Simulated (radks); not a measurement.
Species: Hf4+. Configuration: [Xe] 4f14 (the NIST ground configuration).

Calculated with a radial shooting solver on a logarithmic mesh with Libxc functionals: non-relativistic Kohn-Sham, exchange-only PBE, spin-polarised, spherical densities, point nucleus; relativity is left out, which matters for an element this heavy.

Energy parts (eV):
| part | energy |
|---|---|
| total | -389613.09 |
| kinetic | 389613.09 |
| electron-nucleus | -925262.17 |
| Hartree | 153865.58 |
| exchange | -7829.60 |

Orbitals (lengths in bohr, moments of r in powers of bohr; r(90%) holds 90 % of the orbital's charge):
| orbital | occ. | eigenvalue (eV) | r(90%) |
|---|---|---|---|
| 1s | 2 | -60242.75 | 0.0374 |
| 2s | 2 | -9869.581 | 0.136 |
| 2p | 6 | -9449.461 | 0.122 |
| 3s | 2 | -2259.284 | 0.331 |
| 3p | 6 | -2065.994 | 0.323 |
| 3d | 10 | -1705.779 | 0.295 |
| 4s | 2 | -472.5565 | 0.729 |
| 4p | 6 | -392.9004 | 0.751 |
| 4d | 10 | -248.4003 | 0.807 |
| 4f | 14 | -62.7913 | 1.08 |
| 5s | 2 | -94.3436 | 1.76 |
| 5p | 6 | -71.9070 | 1.97 |

The highest occupied level is 4f at -62.791 eV. The density falls to 0.001 e/bohr^3 at r = 2.94 bohr. The electron density at the nucleus is 2.669e+05 e/bohr^3.
